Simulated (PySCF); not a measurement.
## A thermochemical cycle for ZrH

CCSD(T) in PySCF with def2-TZVPPD on every atom (core potentials on Zr), for the lowest determinant that a PBE0 search found; no spin–orbit coupling. ZrH, a quartet (σ ↑, π ↑, δ ↑), has De = 2.39 eV to neutral atoms, and ZrH⁺, a triplet (σ ↑, δ ↑), has De = 2.61 eV to Zr⁺ (4d2 5s1) + H.

At the same level the Zr atom ionises at 6.55 eV.

Problem. What is the adiabatic ionisation energy of the molecule, and does ionisation strengthen or weaken the bond?

Solution. IE = IE(Zr) + De(neutral) − De(ion) = 6.55 + 2.39 − 2.61 = 6.33 eV. De changes by +0.22 eV, so ionisation strengthens the bond.

Correlated steps freeze no core orbitals. Spin–orbit coupling is left out, which matters for elements this heavy, above all for dissociation energies. For an ion De counts to the pair picked by the measured ionisation energies or electron affinities, which need not be the lowest pair at this level. The state is the lowest single determinant that the PBE0 search found; with open d or f shells the true ground state can be another one.
